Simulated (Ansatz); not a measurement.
Total energies of SeOF₂ from Ansatz at PBE-D4/def2-TZVP, gas phase (1 Eh = 27.2114 eV = 2625.5 kJ/mol). The reference geometry is relaxed at PBE-D4/def2-TZVP.

```tsv
state	geometry	energy (Eh)
charge 0 singlet	reference	-2675.96178
charge 1 doublet	reference	-2675.51793
free Se atom (triplet)	–	-2401.12489
free O atom (triplet)	–	-75.00967
free F atom (doublet)	–	-99.66912
```

Question: Work out the vertical ionisation energy to the doublet.

Answer: E(charge 1 doublet) − E(charge 0 singlet) = -2675.51793 − (-2675.96178) = 0.44385 Eh = 12.08 eV. For comparison, −ε of the highest occupied level is 8.23 eV at this level, 3.85 eV less.

Question: What is the binding energy per atom against free atoms?

Answer: Atoms: 1 × (-2401.12489) + 1 × (-75.00967) + 2 × (-99.66912) = -2675.47280 Eh. Binding: -2675.47280 − (-2675.96178) = 0.48898 Eh = 13.31 eV, or 3.33 eV for each of 4 atoms (no zero-point energy, no counterpoise term).
